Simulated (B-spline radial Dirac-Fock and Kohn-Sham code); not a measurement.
## Auger parameter of rhenium: the M5 level and its strongest M5-NN line

These are calculated numbers from a B-spline atomic structure program; the model is Dirac-Fock ΔSCF + Breit + QED. The modified Auger parameter α′ is the binding energy plus the kinetic energy of the Auger electron; it does not depend on the energy zero. For free ions it tends to fall with charge, since less charge screens the final holes.

```csv
species,configuration,binding 3d5/2 (eV),Auger line,kinetic (eV),α′ (eV)
Re⁴⁺,[Xe] 4f14 5d3,1941.7,N5N5 J=4,1272.1,3213.8
Re⁴⁺,[Xe] 4f14 5d1 6s2,1951.1,N5N5 J=4,1262.6,3213.7
Re⁴⁺ (Watson 1.8 Å),[Xe] 4f14 5d3,1909.8,N5N5 J=4,1304.0,3213.8
Re⁴⁺ (Watson 2.4 Å),[Xe] 4f14 5d3,1917.7,N5N5 J=4,1296.1,3213.8
Re⁵⁺,[Xe] 4f14 5d2,1958.7,N5N5 J=4,1254.3,3213.0
Re⁵⁺ (Watson 2.7 Å),[Xe] 4f14 5d2,1932.1,N5N5 J=4,1281.0,3213.0
Re⁶⁺,[Xe] 4f14 5d1,1976.8,N5N5 J=4,1235.7,3212.5
Re⁷⁺,[Xe] 4f14,1995.9,N5N5 J=4,1216.4,3212.3
Re⁷⁺ (Watson 2.2 Å),[Xe] 4f14,1950.0,N5N5 J=4,1262.2,3212.3
```
